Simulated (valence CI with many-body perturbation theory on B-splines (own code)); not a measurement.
## Questions on In18+

Computed by valence CI with perturbative core correlation (CI+MBPT): three valence electrons over a frozen Dirac-Fock core [Ar] 3d10, a basis of 11 s, 11 p, 10 d, 8 f, 5 g, 2 h functions for each j, with the one-electron correlation potential Σ1 (screened to all orders), the two-electron term Σ2, the three-electron term Σ3, Breit, model QED; selected single and double excitations, second order for the rest, scaled by the run's own slope (own B-spline code, finite nucleus).

No measured levels were compared; by estimate levels hold to about 250 cm⁻¹ or 0.2 % of their energy and the worst to 1 %, as in measured heavy ions of charge 2 to 7; those with d or f electrons hold less well.

Names give the largest LS component (configuration and term), which can be under half, so a name can repeat, a term be missing and a line seem to break the LS rules; names also repeat where a configuration has a term twice.

Rates and lifetimes use the calculated energies. Strong lines usually hold to 10 to 20 %, long lifetimes can be off by a factor of two.

Task: What is the ground level?

Result: 4s2 4p 2P°_1/2, composition 99 % 4s2 4p 2P°, g = 0.664.

Task: Where does the other parity begin?

Result: At 4s 4p2 4P_1/2, 311900 cm⁻¹.

Task: Name the longest-lived excited levels whose lifetime is computed, and their main decay.

Result: 4s2 4p 2P°_3/2 at 78199 cm⁻¹ lives 231 μs, mostly by M1 to 4s2 4p 2P°_1/2. The lifetime of 4s 4p 4d 4F°_9/2 is too uncertain to give, and may be longer.

Task: Among levels below 2106400 cm⁻¹, which E1 lines absorb most strongly from the ground level?

Result: to 4s2 4d 2D_3/2 at 14.80 nm, f = 0.880; to 4s 4p2 2P_1/2 at 21.39 nm, f = 0.456; to 4s 4p2 2D_3/2 at 23.09 nm, f = 0.288.

Task: How is the term 2P° of the ground level split?

Result: J = 1/2 at 0, J = 3/2 at 78199 cm⁻¹.

Task: How well does LS coupling describe the low levels?

Result: Among the lowest 20 levels the leading LS term, summed over configurations, holds 83 % on average. For single configurations the figures are 79 % in LS and 84 % in jj coupling. Terms mix most in the J = 3/2 level at 776210 cm⁻¹, where the leading one holds 34 %.

Task: What is the ionisation energy?

Result: 493.66 eV; NIST lists 497.1 ± 0.3 eV (semi-empirical).
